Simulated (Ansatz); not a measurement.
Abridged output of a molecular run in Ansatz:

```
Functional definition: HF
1144 factors; integrals over basis functions are off by at most 1.1e-3 eV
mean field evaluation 1: about -42840.7508 eV, gradient 2.7e1 eV
mean field evaluation 2: about -42840.7570 eV, gradient 2.7e1 eV
mean field evaluation 4: about -42843.3350 eV, gradient 2.5e0 eV
mean field evaluation 8: about -42843.3634 eV, gradient 2.2e-4 eV
mean field -42843.36341488 eV, -1574.4645652220 hartree, gradient 1.1e-6 eV, S^2 0.000000; 0 other end points of the search recorded, 0 dependent functions left out
22 core orbitals not correlated: weight in the atoms' cores, before any rotation towards them, 1.000 or more for the frozen orbitals, at most 0.000 for the correlated occupied ones
reference -42843.36341488 eV, -1574.4645652220 hartree; 17, 17 occupied and 81, 81 virtual orbitals, 1144 factors
second order -18.91146627 eV of doubles, -0.00000000 eV of singles
cycle   1  -19.85790640 eV  change   -9.5e-1 eV  update   1.1e-1
cycle   2  -20.44703216 eV  change   -5.9e-1 eV  update   3.3e-2
cycle   3  -20.55756615 eV  change   -1.1e-1 eV  update   1.4e-2
cycle   4  -20.56046048 eV  change   -2.9e-3 eV  update   4.1e-3
cycle   5  -20.56205638 eV  change   -1.6e-3 eV  update   1.4e-3
cycle   6  -20.56227923 eV  change   -2.2e-4 eV  update   4.6e-4
cycle   7  -20.56249405 eV  change   -2.1e-4 eV  update   1.3e-4
cycle   8  -20.56262720 eV  change   -1.3e-4 eV  update   4.2e-5
cycle   9  -20.56263045 eV  change   -3.2e-6 eV  update   1.3e-5
perturbative correction -0.66449795 eV, -0.0244198494 hartree
Total energy: -42864.59054328 eV, -1575.2446478025 hartree
```

Its atoms:

Cartesian coordinates in Å:
```
Cl -3.206 1.528 0.870
Si -2.117 -0.179 1.175
C -0.531 -0.040 0.291
C 0.530 0.040 -0.293
Si 2.116 0.178 -1.176
Cl 3.217 -1.517 -0.848
H -2.879 -1.327 0.641
H -1.862 -0.325 2.623
H 2.869 1.339 -0.656
H 1.862 0.303 -2.627
```

Q: Which basis set was used?
A. def2-SVP
B. def2-TZVPP
C. cc-pV(T+d)Z
D. def2-TZVPPD

A: A. It gives 120 functions.

Q: Write the keys of the input that set method, charge and spin (a neutral closed shell needs none for the last two).

A: 
```yaml
correlation: {method: ccsd_t}
```
